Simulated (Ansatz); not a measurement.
Job for Ansatz (a quantum-chemistry and plane-wave program): R-SVWN5/def2-TZVPP on CH4 (SMILES C).

Ansatz 0.2 input:
```yaml
crystal:
  periodic: [false, false, false]
  atoms:
    - {symbol: C, position_ang: [0.00000000, 0.00000000, -0.00000000]}
    - {symbol: H, position_ang: [0.62892441, 0.62892441, 0.62892441]}
    - {symbol: H, position_ang: [-0.62892441, -0.62892441, 0.62892441]}
    - {symbol: H, position_ang: [0.62892442, -0.62892442, -0.62892441]}
    - {symbol: H, position_ang: [-0.62892442, 0.62892442, -0.62892441]}
basis:
  gaussian:
    orbitals: def2-TZVPP
hamiltonian:
  xc: {name: SVWN5}
scf: {lower_state_search: off}
```

Program output:

```
WARN ansatz: RAYON_NUM_THREADS=4 ignored (pool sized by the plan → 4); use --threads N
Functional definition: SVWN5
these checks for a lower state are left out or cut short: stability, starts, cluster_reference, orbital_swaps, neighbouring_geometries, increment
integrals: 0.01 GiB planned
416 factors; their error is unknown
mean field: 0.16 GiB planned
mean field evaluation 1: about -1083.3986 eV, gradient 6.1e1 eV
mean field evaluation 2: about -1074.1731 eV, gradient 7.8e1 eV
mean field evaluation 4: about -1091.6710 eV, gradient 3.0e-1 eV
mean field evaluation 8: about -1091.6600 eV, gradient 2.8e-3 eV
mean field -1091.66000812 eV, -40.1177653446 hartree, gradient 8.2e-7 eV, S^2 0.000000; 0 other end points of the search recorded, 0 dependent functions left out
reference -1091.66003408 eV, -40.1177662985 hartree; 5, 5 occupied and 82, 82 virtual orbitals, 416 factors
Total energy: -1091.66003408 eV, -40.1177662985 hartree
Checks for a lower state left out: stability, starts, cluster_reference, orbital_swaps, neighbouring_geometries, increment
```

Self-consistency was reached.

Cost: roughly 0.4 core-seconds.
